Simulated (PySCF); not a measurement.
Species: tert-butyl isocyanate, C₅H₉NO.
Z-matrix (Å and degrees, PBE0-D3(BJ)/def2-SVP geometry), rows numbered from 1:
```
C 
C   1  1.5300
C   2  1.5299  1  110.53
C   2  1.5276  1  110.33  3  -122.24
N   2  1.4458  1  109.05  3   119.80
C   5  1.1978  2  145.09  1   -58.86
O   6  1.1729  5  174.24  2   179.41
H   1  1.0993  2  110.54  3  -177.10
H   1  1.1004  2  110.39  3    62.93
H   1  1.1005  2  110.75  3   -56.94
H   3  1.1003  2  110.37  1   -61.29
H   3  1.1006  2  110.72  1    58.57
H   3  1.0998  2  110.60  1   178.70
H   4  1.0997  2  110.54  1   -57.72
H   4  1.0995  2  110.42  1  -177.36
H   4  1.0999  2  110.43  1    62.47
```

Level of theory: PySCF, TDDFT CAM-B3LYP/def2-SVPD, vertical, gas phase, core orbitals frozen in the response.

Each state is given a Gaussian of 0.25 eV full width at half maximum, with ε(max) = 2.175×10⁸ f / Δν̃ (Δν̃ the width in cm⁻¹). The cross-section is σ = 3.8235×10⁻²¹ ε cm², given in Mb (10⁻¹⁸ cm²). The width is an assumption, not a result. The curve ends short of the highest state used, and states not computed would add to its high-energy end.

(E (eV), σ (Mb)): (6.08, 0.00), (6.16, 0.01), (6.24, 0.07), (6.32, 0.22), (6.41, 0.45), (6.49, 0.45), (6.57, 0.26), (6.65, 0.09), (6.73, 0.02), (6.82, 0.14), (6.90, 0.96), (6.98, 3.72), (7.06, 8.21), (7.14, 10.26), (7.23, 6.69), (7.31, 2.55), (7.39, 0.79), (7.47, 0.88), (7.55, 1.43), (7.64, 1.40), (7.72, 0.91), (7.80, 0.79), (7.88, 1.06), (7.96, 1.09)

**Question.** Locate the maxima and give the states behind the curve.

**Answer.** 192 nm (6.45 eV), ε about 130, made up of S1 (100%); 174 nm (7.13 eV), ε about 2700, made up of S2 (100%); 163 nm (7.59 eV), ε about 400, made up of S3 (99%); 156 nm (7.93 eV), ε about 300, made up of S4 (76%) and S5 (23%) (ε in L mol⁻¹ cm⁻¹; maxima over ε = 5, shares over 10%). The states used: S1 6.45 eV (f 0.0012); S2 7.13 eV (f 0.025); S3 7.59 eV (f 0.0037); S4 7.91 eV (f 0.0021); S5 7.99 eV (f 0.0008); S6 8.56 eV (f 0.027).

**Question.** Coming from long wavelengths, where does ε first pass 100 L mol⁻¹ cm⁻¹?

**Answer.** At about 194 nm (6.38 eV), 0.07 eV below S1.

**Question.** On this curve, what absorbance would a 10⁻⁵ mol/L sample give at 193 nm over a 1 cm path?

**Answer.** 193 nm is 6.424 eV, where ε is about 120 L mol⁻¹ cm⁻¹, so A = ε c l ≈ 0.0012 (Beer–Lambert, with the gas-phase spectrum and the assumed width).

**Question.** What would ε be at 7.13 eV, the highest of these maxima, with half the width (0.125 eV)?

**Answer.** About 5380 L mol⁻¹ cm⁻¹ against 2690, a factor of about 2.00; a lone state at its own centre would give exactly 2.
